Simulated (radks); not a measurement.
Isoelectronic series with 11 electrons, each ion in its NIST ground configuration. Calculated with a radial shooting solver on a logarithmic mesh with Libxc functionals: Dirac Kohn-Sham, PBEsol, spin-unpolarised, spherical densities, finite nucleus; Fermi nuclear charge, rms radius of each element as measured or else 0.836 A^(1/3) + 0.57 fm. Total energies (hartree) and orbital eigenvalues (Ry):

S5+: configuration [Ne] 3s1; E (hartree) -391.50257; 3s1/2 -5.90992; 2p3/2 -17.33501; 2p1/2 -17.42934
Sc10+: configuration [Ne] 3s1; E (hartree) -725.60191; 3s1/2 -17.47799; 2p3/2 -45.33797; 2p1/2 -45.68955
Fe15+: configuration [Ne] 3s1; E (hartree) -1165.40043; 3s1/2 -34.76725; 2p3/2 -85.91363; 2p1/2 -86.86105
Ga20+: configuration [Ne] 3s1; E (hartree) -1712.55828; 3s1/2 -57.83451; 2p3/2 -139.0591; 2p1/2 -141.1627
Kr25+: configuration [Ne] 3s1; E (hartree) -2369.21677; 3s1/2 -86.78372; 2p3/2 -204.8064; 2p1/2 -208.9139
Nb30+: configuration [Ne] 3s1; E (hartree) -3138.03034; 3s1/2 -121.7539; 2p3/2 -283.2065; 2p1/2 -290.5263
Pd35+: configuration [Ne] 3s1; E (hartree) -4022.22068; 3s1/2 -162.9190; 2p3/2 -374.3253; 2p1/2 -386.5115
Sb40+: configuration [Ne] 3s1; E (hartree) -5025.66498; 3s1/2 -210.4913; 2p3/2 -478.2424; 2p1/2 -497.4933
Ba45+: configuration [Ne] 3s1; E (hartree) -6152.9864; 3s1/2 -264.7263; 2p3/2 -595.0509; 2p1/2 -624.2260
Pm50+: configuration [Ne] 3s1; E (hartree) -7409.7004; 3s1/2 -325.9300; 2p3/2 -724.8570; 2p1/2 -767.6189
Dy55+: configuration [Ne] 3s1; E (hartree) -8802.3226; 3s1/2 -394.4666; 2p3/2 -867.7806; 2p1/2 -928.7672
Lu60+: configuration [Ne] 3s1; E (hartree) -10338.7479; 3s1/2 -470.7748; 2p3/2 -1023.955; 2p1/2 -1108.995
Os65+: configuration [Ne] 3s1; E (hartree) -12028.4519; 3s1/2 -555.3818; 2p3/2 -1193.526; 2p1/2 -1309.914
Tl70+: configuration [Ne] 3s1; E (hartree) -13882.7708; 3s1/2 -648.9198; 2p3/2 -1376.655; 2p1/2 -1533.498
